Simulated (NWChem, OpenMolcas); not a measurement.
**How basis sets differ on GeH2Cl2O (SMILES [OH][GeH]([Cl])[Cl])**

GeH2Cl2O: 6 atoms, total charge 0, spin state singlet. As SMILES, `[OH][GeH]([Cl])[Cl]`. The shape is that of a PBE0-D4/def2-TZVP optimisation. This is one conformer, not always the lowest.

```tsv
atom	x (Å)	y (Å)	z (Å)
O	-0.1610	1.2910	-0.6142
Ge	-0.0654	-0.1488	0.3789
Cl	1.9485	-0.8626	0.4217
Cl	-1.2524	-1.7006	-0.4874
H	0.1264	1.1520	-1.5210
H	-0.5540	0.2049	1.7757
```

Quantity: the dipole moment, in D. The values are calculated.

| level | kind | program | value (D) | CPU time |
| --- | --- | --- | --- | --- |
| HF/ANO-RCC-MB (DKH2) | Hartree–Fock | OpenMolcas | 1.21 | 6.8 s |
| HF/STO-3G | Hartree–Fock | NWChem | 1.99 | 5.3 s |
| HF/3-21G | Hartree–Fock | OpenMolcas | 1.43 | 3.1 s |
| HF/cc-pVDZ | Hartree–Fock | OpenMolcas | 0.71 | 9.8 s |

All-electron rows without a relativistic Hamiltonian named are non-relativistic. The values span 0.71 to 1.99 D. Magnitudes only. Sets without polarisation functions give poor dipoles. Times are those of the runs behind each value, whatever else they computed, on shared processors of several kinds: orders of magnitude only.
